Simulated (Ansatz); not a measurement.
Consider the ligand exchange at the Si–S bond: `BO[SiH2]SC` + `[SiH3]S` → `BO[SiH2]S[SiH3]` + CH₃SH.

Gas-phase electronic energies from Ansatz, PBE0-D4/def2-TZVP geometries. CBS: MP2 limit from def2 TZ/QZ plus the TZ coupled-cluster correction, frozen cores. This one scheme is used for every species. Functionals use def2-TZVPP. B3LYP here is the variant with VWN-RPA as its local correlation; programs differ in this. One conformer a species, not always the lowest.

```tsv
level	ΔE (kcal/mol)	difference from CCSD(T)/CBS
PBE-D4	-1.4	0.4
B3LYP-D4	-1.7	0.1
B2PLYP	-1.1	0.7
PBE	-0.8	1.0
r2SCAN	-1.5	0.3
PBE0	-1.3	0.5
SCS-MP2/def2-TZVPP	-1.6	0.2
HF/def2-QZVPP	-1.3	0.5
SCS-MP2/def2-QZVPP	-1.8	0.0
HF/CBS(def2)	-1.3	0.5
CCSD(T)/CBS	-1.8	0
```

Largest T1 diagnostic among the species: 0.013.

The D4 term adds −1.0 kcal/mol with B3LYP and −0.5 kcal/mol with PBE0; it sums over pairs of atoms, weighted by their polarisabilities, and B3LYP, whose exchange is more repulsive, gets the larger term.
